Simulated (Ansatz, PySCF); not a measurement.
Gas-phase reaction in SMILES: CF (CH3F) [fluoromethane] → [CH3] (CH3) + F atom (the C-F bond at the site shown breaks; other sites are not compared here)
Structures are relaxed separately at B3LYP-D3(BJ)/def2-TZVP in Ansatz (a quantum-chemistry and plane-wave program). Frequencies are from Ansatz or PySCF.

Wanted: bond dissociation energy (enthalpy at 298 K, with B3LYP-D3(BJ) rigid-rotor harmonic-oscillator terms), in kcal/mol. Valence correlation only, unless marked. Open shells are spin-unrestricted. Spin-orbit coupling is left out. No relativistic terms. CBS marks a two-point X^-3 extrapolation of the correlation energy; Hartree-Fock from the larger set. [CCSD(T)-MP2]/basis is that difference in the basis named.

From measured enthalpies of formation at 298 K: 110.5 kcal/mol (CF (CH3F) -56.5, ATcT 1.112; [CH3] (CH3) 35.0, ATcT 1.112; F atom 19.0, ATcT 1.112). It holds spin-orbit effects, which the calculations lack, and core correlation, which the frozen-core levels lack.

| level | program | bond dissociation energy (kcal/mol) | error against measurement |
|---|---|---|---|
| HF/def2-SVP | Ansatz | 66.0 | -44.5 |
| HF/def2-TZVPP | Ansatz | 65.6 | -44.9 |
| r2SCAN-D3(BJ)/def2-TZVPD | Ansatz + dftd3 | 106.2 | -4.3 |
| r2SCAN-D4/def2-TZVPD | Ansatz + dftd4 | 106.2 | -4.3 |
| PBE0/6-31G* | Ansatz | 108.3 | -2.2 |
| wB97M-V/def2-TZVPD | Ansatz | 110.9 | 0.4 |
| B2PLYP-D3(BJ)/def2-TZVPD | Ansatz + dftd3 | 108.8 | -1.7 |
| MP2/6-31G* | Ansatz | 108.5 | -2.0 |
| MP2/def2-SVP | Ansatz | 108.3 | -2.2 |
| MP2/def2-SVPD | Ansatz | 113.2 | 2.7 |
| MP2/def2-QZVPP | Ansatz | 116.4 | 5.9 |
| MP2/CBS(def2-TZVPPD,def2-QZVPPD) | Ansatz | 117.8 | 7.3 |
| RI-MP2/CBS(cc-pVTZ,cc-pVQZ) | Ansatz | 117.9 | 7.4 |
| CCSD/cc-pwCVTZ | Ansatz | 103.4 | -7.1 |
| CCSD(T)/aug-cc-pVDZ | Ansatz | 103.7 | -6.8 |
| CCSD(T)/def2-SVPD | Ansatz | 106.8 | -3.7 |
| CCSD(T)/cc-pVTZ | Ansatz | 106.5 | -4.0 |
| CCSD(T)/def2-TZVPPD | Ansatz | 107.6 | -2.9 |
| RI-MP2/CBS(cc-pVTZ,cc-pVQZ)+[CCSD(T)-MP2]/cc-pVDZ | Ansatz | 112.4 | 1.9 |
| RI-MP2/CBS(def2-TZVPP,def2-QZVPP)+[CCSD(T)-MP2]/def2-SVP | Ansatz | 112.1 | 1.6 |
| CCSD(T)/CBS(def2-TZVPPD,def2-QZVPPD) | Ansatz | 110.6 | 0.1 |
